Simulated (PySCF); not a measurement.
PySCF input (M06-2X/6-31G* with LANL2DZ past Ar (5d)):

```python
from pyscf import gto, dft

mol = gto.M(
    atom='''
    C     1.61618500   -0.90420600    0.34992800
    Ge    0.04843500    0.11138800   -0.32604400
    C    -1.59926400   -0.98504300   -0.15535900
    N    -0.18030300    1.49484800    0.90823300
    H     1.40030400   -1.24467200    1.36472300
    H     2.50602200   -0.27567300    0.36644200
    H     1.80941200   -1.76726600   -0.28631900
    H    -1.54559800   -1.85161100   -0.81353700
    H    -1.68841100   -1.32232300    0.87935100
    H    -2.48102600   -0.40104800   -0.41724000
    H    -1.00701000    2.06444800    0.77987300
    H     0.61697600    2.10527500    1.03507200
    ''',
    basis={'default': '6-31g*', 'Ge': 'lanl2dz'},
    ecp={'Ge': 'lanl2dz'},
    charge=0,
    spin=1,
    verbose=4,
)

mf = dft.UKS(mol, xc='m062x')
mf.grids.level = 4
mf.conv_tol = 1e-9
mf.max_cycle = 100
mf.max_memory = 1500
mf.kernel()
if not mf.converged:
    mf = mf.newton()
    mf.kernel(mf.make_rdm1())
mo, _, stable, _ = mf.stability(return_status=True)
if not stable:
    mf.kernel(mf.make_rdm1(mo, mf.mo_occ))
    stable = mf.stability(return_status=True)[2]
mf.dip_moment()
```

Output:

```
PySCF version 2.14.0

[INPUT] verbose = 4
[INPUT] num. atoms = 12
[INPUT] num. electrons = 31
[INPUT] charge = 0
[INPUT] spin (= nelec alpha-beta = 2S) = 1
[INPUT] symmetry False subgroup None
[INPUT] Mole.unit = angstrom
[INPUT] Symbol           X                Y                Z      unit          X                Y                Z       unit  Magmom
[INPUT]  1 C      1.616185000000  -0.904206000000   0.349928000000 AA    3.054147016630  -1.708701700188   0.661268083317 Bohr   0.0
[INPUT]  2 Ge     0.048435000000   0.111388000000  -0.326044000000 AA    0.091528884843   0.210492813563  -0.616133864558 Bohr   0.0
[INPUT]  3 C     -1.599264000000  -0.985043000000  -0.155359000000 AA   -3.022170960876  -1.861461490920  -0.293585960986 Bohr   0.0
[INPUT]  4 N     -0.180303000000   1.494848000000   0.908233000000 AA   -0.340723289437   2.824853317854   1.716311627292 Bohr   0.0
[INPUT]  5 H      1.400304000000  -1.244672000000   1.364723000000 AA    2.646191051133  -2.352089194915   2.578952705895 Bohr   0.0
[INPUT]  6 H      2.506022000000  -0.275673000000   0.366442000000 AA    4.735695242135  -0.520946469937   0.692475020538 Bohr   0.0
[INPUT]  7 H      1.809412000000  -1.767266000000  -0.286319000000 AA    3.419293126502  -3.339648729256  -0.541064494259 Bohr   0.0
[INPUT]  8 H     -1.545598000000  -1.851611000000  -0.813537000000 AA   -2.920756918676  -3.499037679232  -1.537362122200 Bohr   0.0
[INPUT]  9 H     -1.688411000000  -1.322323000000   0.879351000000 AA   -3.190634375703  -2.498828318213   1.661732557362 Bohr   0.0
[INPUT] 10 H     -2.481026000000  -0.401048000000  -0.417240000000 AA   -4.688459647925  -0.757870882805  -0.788469328214 Bohr   0.0
[INPUT] 11 H     -1.007010000000   2.064448000000   0.779873000000 AA   -1.902973104698   3.901241318406   1.473746381943 Bohr   0.0
[INPUT] 12 H      0.616976000000   2.105275000000   1.035072000000 AA    1.165915665430   3.978393166894   1.956002599206 Bohr   0.0

nuclear repulsion = 92.7089025251517
number of shells = 38
number of NR pGTOs = 125
number of NR cGTOs = 66
basis = {'default': '6-31g*', 'Ge': 'lanl2dz'}
ecp = {'Ge': 'lanl2dz'}

******** <class 'pyscf.dft.uks.UKS'> ********
method = UKS
initial guess = minao
damping factor = 0
level_shift factor = 0
DIIS = <class 'pyscf.scf.diis.CDIIS'>
diis_start_cycle = 1
diis_space = 8
diis_damp = 0
SCF conv_tol = 1e-09
SCF conv_tol_grad = None
SCF max_cycles = 100
direct_scf = True
direct_scf_tol = 1e-13
number electrons alpha = 16  beta = 15
XC library pyscf.dft.libxc version 7.1.2
    S. Lehtola, C. Steigemann, M. J. T. Oliveira, and M. A. L. Marques,  SoftwareX 7, 1–5 (2018)
XC functionals = m062x
    Y. Zhao and D. G. Truhlar,  Theor. Chem. Acc. 120, 215 (2008)
    Y. Zhao and D. G. Truhlar,  Theor. Chem. Acc. 120, 215 (2008)
radial grids:
    Treutler-Ahlrichs [JCP 102, 346 (1995); DOI:10.1063/1.469408] (M4) radial grids

becke partition: Becke, JCP 88, 2547 (1988); DOI:10.1063/1.454033
pruning grids: <function nwchem_prune>
grids dens level: 4
symmetrized grids: False
atomic radii adjust function: <function treutler_atomic_radii_adjust>
small_rho_cutoff = 0
Set gradient conv threshold to 3.16228e-05
tot grids = 240944
init E= -127.106021403615
  alpha nocc = 16  HOMO = -0.0262273028175581  LUMO = 0.0775992670116263
  beta  nocc = 15  HOMO = -0.263107538203116  LUMO = -0.0262273028175581

WARN: HOMO -0.0262273028175581 >= LUMO -0.0262273028175581

cycle= 1 E= -139.262871064591  delta_E= -12.2  |g|= 0.49  |ddm|= 2.61
  alpha nocc = 16  HOMO = -0.210384863843387  LUMO = 0.0410501026565505
  beta  nocc = 15  HOMO = -0.275907261544628  LUMO = -0.116995290428488
  HOMO = -0.210384863843  LUMO = -0.116995290428  gap/eV = 2.54126
cycle= 2 E= -139.29157119085  delta_E= -0.0287  |g|= 0.49  |ddm|= 1.17
  alpha nocc = 16  HOMO = -0.225043656538192  LUMO = 0.0669851971308866
  beta  nocc = 15  HOMO = -0.342828853789786  LUMO = -0.080813977236927
  HOMO = -0.225043656538  LUMO = -0.0808139772369  gap/eV = 3.92469
cycle= 3 E= -139.418706483797  delta_E= -0.127  |g|= 0.0936  |ddm|= 0.501
  alpha nocc = 16  HOMO = -0.207548857577681  LUMO = 0.0875278268424005
  beta  nocc = 15  HOMO = -0.306841854063919  LUMO = -0.0533670700051765
  HOMO = -0.207548857578  LUMO = -0.0533670700052  gap/eV = 4.19550
cycle= 4 E= -139.42251908655  delta_E= -0.00381  |g|= 0.0298  |ddm|= 0.104
  alpha nocc = 16  HOMO = -0.207154737675742  LUMO = 0.0903834698433279
  beta  nocc = 15  HOMO = -0.309712692117568  LUMO = -0.0476603369557758
  HOMO = -0.207154737676  LUMO = -0.0476603369558  gap/eV = 4.34006
cycle= 5 E= -139.422965108238  delta_E= -0.000446  |g|= 0.0068  |ddm|= 0.0366
  alpha nocc = 16  HOMO = -0.209339785704877  LUMO = 0.0894675386508617
  beta  nocc = 15  HOMO = -0.310391469920013  LUMO = -0.0492136011854569
  HOMO = -0.209339785705  LUMO = -0.0492136011855  gap/eV = 4.35726
cycle= 6 E= -139.422995136455  delta_E= -3e-05  |g|= 0.00128  |ddm|= 0.0117
  alpha nocc = 16  HOMO = -0.209381392648481  LUMO = 0.0894602554463422
  beta  nocc = 15  HOMO = -0.310388346934854  LUMO = -0.0492325090902899
  HOMO = -0.209381392648  LUMO = -0.0492325090903  gap/eV = 4.35787
cycle= 7 E= -139.422997271982  delta_E= -2.14e-06  |g|= 0.000307  |ddm|= 0.00494
  alpha nocc = 16  HOMO = -0.209395995759488  LUMO = 0.0895034135079396
  beta  nocc = 15  HOMO = -0.310309018136854  LUMO = -0.049185960549968
  HOMO = -0.209395995759  LUMO = -0.04918596055  gap/eV = 4.35954
cycle= 8 E= -139.422997463371  delta_E= -1.91e-07  |g|= 9.93e-05  |ddm|= 0.00132
  alpha nocc = 16  HOMO = -0.209398737763101  LUMO = 0.0895118901148138
  beta  nocc = 15  HOMO = -0.31030028514903  LUMO = -0.0491704119911169
  HOMO = -0.209398737763  LUMO = -0.0491704119911  gap/eV = 4.36003
cycle= 9 E= -139.422997482712  delta_E= -1.93e-08  |g|= 3.05e-05  |ddm|= 0.000296
  alpha nocc = 16  HOMO = -0.209399446912753  LUMO = 0.089508288674061
  beta  nocc = 15  HOMO = -0.310297651251444  LUMO = -0.0491730885194421
  HOMO = -0.209399446913  LUMO = -0.0491730885194  gap/eV = 4.35998
cycle= 10 E= -139.422997484867  delta_E= -2.15e-09  |g|= 9.46e-06  |ddm|= 0.000127
  alpha nocc = 16  HOMO = -0.209397176619968  LUMO = 0.0895096927216663
  beta  nocc = 15  HOMO = -0.310296095347573  LUMO = -0.0491704437809748
  HOMO = -0.20939717662  LUMO = -0.049170443781  gap/eV = 4.35999
cycle= 11 E= -139.422997485054  delta_E= -1.87e-10  |g|= 2.74e-06  |ddm|= 3.98e-05
  alpha nocc = 16  HOMO = -0.209397542730892  LUMO = 0.0895096578715862
  beta  nocc = 15  HOMO = -0.310295355821518  LUMO = -0.0491705487873979
  HOMO = -0.209397542731  LUMO = -0.0491705487874  gap/eV = 4.36000
Extra cycle  E= -139.42299748507  delta_E= -1.59e-11  |g|= 1.9e-06  |ddm|= 8.83e-06
converged SCF energy = -139.42299748507  <S^2> = 0.7521134  2S+1 = 2.0021123
uhf_internal: lowest eigs of H = [0.2948552  0.33667142 0.36715647]
<class 'pyscf.dft.uks.UKS'> wavefunction is stable in the internal stability analysis
Dipole moment(X, Y, Z, Debye):  0.04912,  0.74382, -0.43098
```

The geometry given is a B3LYP-D3(BJ)/def2-TZVP minimum.
